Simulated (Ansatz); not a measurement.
Ansatz (an electronic-structure program) input:
A basis named .json is the Basis Set Exchange file of that set.

Ansatz 0.2 input:
```yaml
crystal:
  periodic: [false, false, false]
  atoms:
    - {symbol: Si, position_ang: [0.49822045, 0.53978993, -0.47980699]}
    - {symbol: C, position_ang: [1.25870668, -1.07520823, -1.05892668]}
    - {symbol: Cl, position_ang: [1.60930152, 1.27862170, 1.13691715]}
    - {symbol: N, position_ang: [-1.11578771, 0.22936954, 0.04368741]}
    - {symbol: Si, position_ang: [-2.10986372, -1.17720939, -0.19841132]}
    - {symbol: H, position_ang: [0.70645812, -1.48077074, -1.90859192]}
    - {symbol: H, position_ang: [2.29234042, -0.91536788, -1.36502216]}
    - {symbol: H, position_ang: [1.24754982, -1.80708775, -0.24674748]}
    - {symbol: H, position_ang: [-1.55909056, 0.98397036, 0.55061546]}
    - {symbol: H, position_ang: [-3.49906247, -0.81575230, 0.16125450]}
    - {symbol: H, position_ang: [-1.67078817, -2.32049033, 0.63710176]}
    - {symbol: H, position_ang: [-2.05425326, -1.61153551, -1.61339698]}
basis:
  gaussian:
    orbitals: aug-cc-pV_D+d_Z.json
magnetization: {spin_polarized: true, initial_magnetization: 1}
correlation: {method: ccsd_t, electrons: outside_noble_gas}
output: {forces: true}
```

Problem. Which total energy does the run end on?

Solution. -1134.63069 Eh (CCSD(T)/aug-cc-pV(D+d)Z). The basis has 205 functions.

It need not be the lowest isomer of its formula.
